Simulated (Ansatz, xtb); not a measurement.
Two isomers of B2Cl2F2H2O2

We compare I, `[H]/[O+]=[B-](/F)[OH+][B-](F)(Cl)Cl`, a singlet, with II, `[OH2+][B-](F)(F)[O+]=[B-](Cl)Cl`, a singlet. Both are isolated molecules in the gas phase, relaxed with PBE0-D4/def2-SVP; the shapes shown needn't be the lowest conformers.

I (Å):

```csv
atom,x (Å),y (Å),z (Å)
B,0.2736,0.7368,0.7818
B,-2.3266,0.1216,0.1191
Cl,-2.1954,-1.4933,0.9778
Cl,-3.7965,1.0977,0.5232
F,1.0574,1.7869,0.9027
F,-2.0221,0.0504,-1.1883
O,0.7157,-0.5021,0.6919
O,-1.1141,1.0275,0.7681
H,0.0040,-1.1698,0.6949
H,-1.3838,1.9542,0.8657
```

II (Å):

| atom | x (Å) | y (Å) | z (Å) |
| --- | --- | --- | --- |
| B | -0.8652 | -0.3366 | 1.8993 |
| B | -1.7591 | 0.5150 | -0.3125 |
| Cl | -0.1802 | 0.9329 | -1.0905 |
| Cl | -3.1869 | 0.6885 | -1.3065 |
| F | -1.2992 | -0.2963 | 3.1704 |
| F | -0.2169 | -1.4734 | 1.5365 |
| O | 0.3449 | 0.8167 | 1.8730 |
| O | -1.8103 | 0.1322 | 0.9413 |
| H | 0.5750 | 0.9801 | 0.9316 |
| H | 1.1311 | 0.4610 | 2.3121 |

Problem. Estimate E(II) − E(I) at the level CCSD(T)/def2-SVP + ΔMP2/def2-TZVPP.

Solution. CCSD(T)/def2-SVP + ΔMP2/def2-TZVPP gives E(II) − E(I) = −7.93 kJ/mol, slightly favouring structure II, which is too small a margin to settle the true order.

Level by level:

```
                             level          geometry  E(II) − E(I) (kJ/mol)  departure from the last row (kJ/mol)  job, with rough time for the two
                          GFN2-xTB          GFN2-xTB                  −22.39                                −14.46              optimisation, 0.63 s
                         HF/STO-3G          GFN2-xTB                  +25.43                                +33.36               single point, 0.6 s
                r2SCAN-D4/def2-SVP          GFN2-xTB                   −4.03                                 +3.90               single point, 6.6 s
                  PBE0-D4/def2-SVP  PBE0-D4/def2-SVP                   −3.86                                 +4.08                optimisation, 85 s
                       HF/def2-SVP  PBE0-D4/def2-SVP                   −6.13                                 +1.81           part of the CCSD(T) run
                      MP2/def2-SVP  PBE0-D4/def2-SVP                   −7.58                                 +0.36           part of the CCSD(T) run
                  CCSD(T)/def2-SVP  PBE0-D4/def2-SVP                   −9.09                                 −1.16                      single point
CCSD(T)/def2-SVP + ΔMP2/def2-TZVPP  PBE0-D4/def2-SVP                   −7.93                                                   single point, 1.8 min
```

As drawn, both hold the same kinds of bond in the same numbers.

HF/STO-3G puts the two in the other order. The largest departure from CCSD(T)/def2-SVP + ΔMP2/def2-TZVPP is that of HF/STO-3G, 33.36 kJ/mol. The last row adds to CCSD(T) the change of the MP2 difference between the two basis sets, here +1.16 kJ/mol.

With thermal terms from frequencies at re-optimised GFN2-xTB minima (ideal gas, soft modes damped towards free rotors, one conformer each, 298.15 K, 1 atm): on the last row, ΔE + ΔZPE = −7.32, ΔH = −7.99, ΔG = −5.84 kJ/mol.

The correlated steps freeze 16 core orbitals. Run with Ansatz 0.2.0, xtb 6.7.1; the last row on 2 threads of Arm Neoverse V1 on a shared host.
